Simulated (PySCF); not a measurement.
silane (H4Si), singlet, geometry from GFN2-xTB; CCSD(T)/aug-cc-pVDZ in PySCF.

The PySCF input:
```python
from pyscf import gto, scf, cc

mol = gto.M(
    atom='''
Si   -0.00000000    0.00000000   -0.00000000
H     0.85687118    0.83207387    0.84090169
H    -0.85685565   -0.82713035    0.84578045
H    -0.82961346    0.85438800   -0.84584481
H     0.82959793   -0.85933152   -0.84083733
''',
    basis='aug-cc-pvdz',
    verbose=4,
)

mf = scf.RHF(mol)
mf.kernel()

mycc = cc.CCSD(mf)
mycc.kernel()
et = mycc.ccsd_t()
print('E(CCSD(T)) = %.10f' % (mycc.e_tot + et))
```

Q: What does PySCF print? Leave out banner, timings and long lists.

A: 
```
PySCF version 2.14.0

[INPUT] verbose = 4
[INPUT] num. atoms = 5
[INPUT] num. electrons = 18
[INPUT] charge = 0
[INPUT] spin (= nelec alpha-beta = 2S) = 0
[INPUT] symmetry False subgroup None
[INPUT] Mole.unit = angstrom
[INPUT] Symbol           X                Y                Z      unit          X                Y                Z       unit  Magmom
[INPUT]  1 Si     0.000000000000   0.000000000000   0.000000000000 AA    0.000000000000   0.000000000000   0.000000000000 Bohr   0.0
[INPUT]  2 H      0.856871180000   0.832073870000   0.840901690000 AA    1.619251854233   1.572391729707   1.589073891784 Bohr   0.0
[INPUT]  3 H     -0.856855650000  -0.827130350000   0.845780450000 AA   -1.619222506786  -1.563049830816   1.598293412011 Bohr   0.0
[INPUT]  4 H     -0.829613460000   0.854388000000  -0.845844810000 AA   -1.567742228653   1.614559324115  -1.598415034785 Bohr   0.0
[INPUT]  5 H      0.829597930000  -0.859331520000  -0.840837330000 AA    1.567712881206  -1.623901223006  -1.588952269011 Bohr   0.0

nuclear repulsion = 21.6183353073154
number of shells = 28
number of NR pGTOs = 94
number of NR cGTOs = 63
basis = aug-cc-pvdz
ecp = {}

******** <class 'pyscf.scf.hf.RHF'> ********
method = RHF
initial guess = minao
damping factor = 0
level_shift factor = 0
DIIS = <class 'pyscf.scf.diis.CDIIS'>
diis_start_cycle = 1
diis_space = 8
diis_damp = 0
SCF conv_tol = 1e-09
SCF conv_tol_grad = None
SCF max_cycles = 50
direct_scf = True
direct_scf_tol = 1e-13
Set gradient conv threshold to 3.16228e-05
Initial guess from minao.
init E= -290.891078578116
  HOMO = -0.407879426846094  LUMO = 0.0315575755466777  gap/eV = 11.95769
cycle= 1 E= -291.226740477229  delta_E= -0.336  |g|= 0.165  |ddm|= 1.17
  HOMO = -0.499156985052214  LUMO = 0.0357503493288824  gap/eV = 14.55557
cycle= 2 E= -291.240963786563  delta_E= -0.0142  |g|= 0.0417  |ddm|= 0.379
  HOMO = -0.484474495854484  LUMO = 0.0373156359552058  gap/eV = 14.19863
cycle= 3 E= -291.242190941002  delta_E= -0.00123  |g|= 0.00865  |ddm|= 0.198
  HOMO = -0.487382087687287  LUMO = 0.0372989413708233  gap/eV = 14.27730
cycle= 4 E= -291.242242842202  delta_E= -5.19e-05  |g|= 0.00137  |ddm|= 0.0378
  HOMO = -0.487565962810755  LUMO = 0.0372938567880574  gap/eV = 14.28216
cycle= 5 E= -291.242244611843  delta_E= -1.77e-06  |g|= 0.000217  |ddm|= 0.00485
  HOMO = -0.487544374575565  LUMO = 0.0372945044142701  gap/eV = 14.28159
cycle= 6 E= -291.242244656433  delta_E= -4.46e-08  |g|= 1.7e-05  |ddm|= 0.00094
  HOMO = -0.487546828437924  LUMO = 0.0372938882831639  gap/eV = 14.28164
cycle= 7 E= -291.242244656643  delta_E= -2.1e-10  |g|= 9.8e-07  |ddm|= 0.000122
  HOMO = -0.487546993673976  LUMO = 0.0372938600553585  gap/eV = 14.28165
Extra cycle  E= -291.242244656643  delta_E= -5.68e-13  |g|= 2.37e-07  |ddm|= 8.26e-06
converged SCF energy = -291.242244656643

******** <class 'pyscf.cc.ccsd.CCSD'> ********
CC2 = 0
CCSD nocc = 9, nmo = 63
max_cycle = 50
direct = 0
conv_tol = 1e-07
conv_tol_normt = 1e-05
diis_space = 6
diis_start_cycle = 0
diis_start_energy_diff = 1e+09
Init t2, MP2 energy = -291.373744075512  E_corr(MP2) -0.131499418868691
Init E_corr(CCSD) = -0.131499418868725
cycle = 1  E_corr(CCSD) = -0.154538054004364  dE = -0.0230386351  norm(t1,t2) = 0.0388627
cycle = 2  E_corr(CCSD) = -0.160285669720188  dE = -0.00574761572  norm(t1,t2) = 0.0130639
cycle = 3  E_corr(CCSD) = -0.162784581413513  dE = -0.00249891169  norm(t1,t2) = 0.00532898
cycle = 4  E_corr(CCSD) = -0.162760951419658  dE = 2.36299939e-05  norm(t1,t2) = 0.00110475
cycle = 5  E_corr(CCSD) = -0.162707427869682  dE = 5.352355e-05  norm(t1,t2) = 0.000365766
cycle = 6  E_corr(CCSD) = -0.16271241051281  dE = -4.98264313e-06  norm(t1,t2) = 7.46532e-05
cycle = 7  E_corr(CCSD) = -0.162713391579948  dE = -9.81067138e-07  norm(t1,t2) = 1.42283e-05
cycle = 8  E_corr(CCSD) = -0.162713258683298  dE = 1.3289665e-07  norm(t1,t2) = 4.26432e-06
cycle = 9  E_corr(CCSD) = -0.162713212089411  dE = 4.65938861e-08  norm(t1,t2) = 1.33323e-06
CCSD converged
E(CCSD) = -291.4049578687328  E_corr = -0.1627132120894115
CCSD(T) correction = -0.00311322026465012
E(CCSD(T)) = -291.4080710890
```
